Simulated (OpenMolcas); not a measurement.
Nd4+.

```json
{"Program": "OpenMolcas 26.06", "Method": "CASSCF", "Basis": "ANO-RCC-VTZP [8s7p5d3f2g1h]", "Scalar Hamiltonian": "DKH2, point nucleus", "Active space": "2 electrons in 7 orbitals (4f)", "State averaging": "2S+1 = 3 even, 21 roots; 2S+1 = 1 even, 28 roots (27 in the spin-orbit step)", "Spin-orbit coupling": "RASSI with atomic mean-field integrals over the reference wave functions, term energies averaged over their components"}
```

Levels without dynamic correlation, in cm⁻¹ above 4f² ³H₄:

| Level | E |
| --- | --- |
| 4f² ¹D₂ | 26943 |
| 4f² ³F₂ | 7775 |
| 4f² ¹I₆ | 32224 |
| 4f² ³P₀ | 33837 |

On this reference, SS-CASPT2, IPEA 0.25 Eh, imaginary shift 0.1 Eh (closed shells correlated: 5s 5p) puts 4f² ¹D₂ at 23550 cm⁻¹.

Task: Estimate the other levels at that method by one scale factor, and say how well it serves.

Result: The factor is 23550 / 26943 = 0.874. Scaled values beside those that SS-CASPT2 gives and measured ones (the list in Carvajal Gallego et al., Mon. Not. R. Astron. Soc. 518, 332 (2023)):
```json
{"Level": "4f² ³F₂", "Scaled": "6795", "SS-CASPT2": "6500", "Miss (%)": "+4.5", "Measured": "5894"}
{"Level": "4f² ¹I₆", "Scaled": "28164", "SS-CASPT2": "29930", "Miss (%)": "-5.9", "Measured": "26088"}
{"Level": "4f² ³P₀", "Scaled": "29574", "SS-CASPT2": "29650", "Miss (%)": "-0.3", "Measured": "25051"}
```
For these levels the scaled values miss SS-CASPT2 by up to 5.9 %, as correlation changes each term by its own factor, spin-orbit parts do not scale and CASPT2 has its own spread within terms. This holds within one configuration; levels of others move differently, and the target method has errors of its own against measurement.

Term energies are means over components that CASPT2 splits; among the terms shown or strongly mixed into the levels shown the widest spread is 880 cm-1 (4f² ¹I, SS-CASPT2). Some high roots are left out of the spin-orbit mixing, which shifts the levels that they would mix with. Without dynamic correlation excited terms often stand tens of per cent too high (terms of higher spin than the ground term too low), and those without a measured partner can miss by more than the paired ones (holds for CASSCF). The CASPT2 spread within a term exceeds the gap to the next term for 4f² ¹I and 4f² ³P, so the order of their levels is uncertain (holds for SS-CASPT2). Some terms miss by over 15 % even with CASPT2, which points to a basis or an active space too small for the shells correlated (holds for SS-CASPT2). Measured partners are found by configuration, term and J. A level has none where our copy of the source lacks it or the pairing is in doubt (some pairs that miss far off the trend of their configuration count as doubtful), and it then counts in no deviation. Levels of configurations outside the active space are missing.
